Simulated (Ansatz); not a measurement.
A run for Ansatz (a first-principles code): U-CCSD(T)/def2-TZVPP on CdF2 (SMILES [F][Cd][F]), a point of a bond scan (R = 3.867 Å). Elements past Kr take the def2 small-core potentials; no spin–orbit coupling.

Ansatz 0.2 input:
```yaml
crystal:
  periodic: [false, false, false]
  atoms:
    - {symbol: Cd, position_ang: [0.00000000, 0.00000000, 0.00000000]}
    - {symbol: F, position_ang: [-0.00000000, -0.00000000, -3.86698612]}
    - {symbol: F, position_ang: [0.00000000, 0.00000000, 1.93349306]}
basis:
  gaussian:
    orbitals: def2-TZVPP
correlation: {method: ccsd_t, electrons: outside_noble_gas}
scf: {omitted_lower_state_checks: [cluster_reference]}
magnetization: {spin_polarized: true, initial_magnetization: 0}
```

The log:

```
WARN ansatz: RAYON_NUM_THREADS=1 ignored (pool sized by the plan → 1); use --threads N
Functional definition: HF
these checks for a lower state are left out or cut short: cluster_reference
integrals: 0.27 GiB planned
806 factors; integrals over basis functions are off by at most 1.4e-3 eV
mean field: 0.35 GiB planned
mean field evaluation 1: about -9945.3721 eV, gradient 3.8e1 eV
mean field evaluation 2: about -9945.3767 eV, gradient 3.8e1 eV
mean field evaluation 4: about -9949.7595 eV, gradient 1.4e1 eV
mean field evaluation 8: about -9950.3739 eV, gradient 3.9e-1 eV
mean field evaluation 16: about -9950.3756 eV, gradient 5.8e-3 eV
mean field evaluation 32: about -9952.8920 eV, gradient 3.0e-1 eV
mean field evaluation 64: about -9952.8953 eV, gradient 5.7e-2 eV
mean field evaluation 96: about -9951.8709 eV, gradient 1.6e1 eV
mean field evaluation 128: about -9949.0082 eV, gradient 3.2e-1 eV
mean field evaluation 160: about -9952.8576 eV, gradient 2.3e-2 eV
mean field evaluation 192: about -9948.7929 eV, gradient 4.8e0 eV
mean field evaluation 224: about -9948.8361 eV, gradient 7.3e0 eV
mean field evaluation 256: about -9952.8954 eV, gradient 7.0e-6 eV
mean field -9952.89536497 eV, -365.7621583479 hartree, gradient 7.0e-6 eV, S^2 0.996315; 16 other end points of the search recorded, 0 dependent functions left out
6 core orbitals not correlated
reference -9952.89536497 eV, -365.7621583479 hartree; 13, 13 occupied and 99, 99 virtual orbitals, 806 factors
second order -23.90158534 eV of doubles, -0.00000000 eV of singles
coupled cluster: 0.82 GiB planned
cycle   1  -22.90505836 eV  change     1.0e0 eV  update   1.1e-1
cycle   2  -23.30181185 eV  change   -4.0e-1 eV  update   3.9e-2
cycle   3  -23.41977910 eV  change   -1.2e-1 eV  update   2.8e-2
cycle   4  -23.42153826 eV  change   -1.8e-3 eV  update   1.4e-2
cycle   5  -23.41036935 eV  change    1.1e-2 eV  update   9.2e-3
cycle   6  -23.41673863 eV  change   -6.4e-3 eV  update   6.3e-3
cycle   7  -23.42583777 eV  change   -9.1e-3 eV  update   4.6e-3
cycle   8  -23.42833785 eV  change   -2.5e-3 eV  update   2.8e-3
cycle   9  -23.42799533 eV  change    3.4e-4 eV  update   2.0e-3
cycle  10  -23.42928314 eV  change   -1.3e-3 eV  update   9.6e-4
cycle  11  -23.42838908 eV  change    8.9e-4 eV  update   5.8e-4
cycle  12  -23.42913785 eV  change   -7.5e-4 eV  update   3.9e-4
cycle  13  -23.42914414 eV  change   -6.3e-6 eV  update   3.0e-4
cycle  14  -23.42913700 eV  change    7.1e-6 eV  update   2.3e-4
cycle  15  -23.42928693 eV  change   -1.5e-4 eV  update   1.4e-4
cycle  16  -23.42930688 eV  change   -2.0e-5 eV  update   5.7e-5
cycle  17  -23.42931860 eV  change   -1.2e-5 eV  update   3.2e-5
cycle  18  -23.42932703 eV  change   -8.4e-6 eV  update   1.9e-5
cycle  19  -23.42933757 eV  change   -1.1e-5 eV  update   1.2e-5
cycle  20  -23.42934650 eV  change   -8.9e-6 eV  update   9.0e-6
coupled cluster: 0.82 GiB planned
perturbative correction -0.64326713 eV, -0.0236396311 hartree
Total energy: -9976.96797861 eV, -366.6468105821 hartree
Checks for a lower state left out: cluster_reference
```

The run converged. Its determinant has ⟨S²⟩ = 1.00, a mixture of spin states.

Cost: roughly 60 core-seconds.
